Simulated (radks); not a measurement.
Problem. Species: Al4+. Configuration: 2s2 2p5 3d2 (not the ground configuration). Calculated with a radial shooting solver on a logarithmic mesh with Libxc functionals: scalar-relativistic Kohn-Sham, LDA (Slater exchange, Perdew-Wang correlation), spin-polarised, spherical densities, finite nucleus; open shells are filled with parallel spins first; Fermi nuclear charge, rms radius 3.061 fm. Some entries of the table are withheld. Estimate them.

orbital  occ.  eigenvalue (hartree)  <r^2> (bohr^2)
2s up       1              -8.66475             (1)
2s down     1              -8.51527             (2)
2p up       3              -7.67118          0.2701
2p down     2              -7.49547          0.2721
3d up       2                   (3)           3.332
3d down     0                   (4)           3.604

Solution. 
(1) 2s up <r^2> (bohr^2): 0.3429
(2) 2s down <r^2> (bohr^2): 0.3436
(3) 3d up eigenvalue (hartree): -1.46924
(4) 3d down eigenvalue (hartree): -1.31790
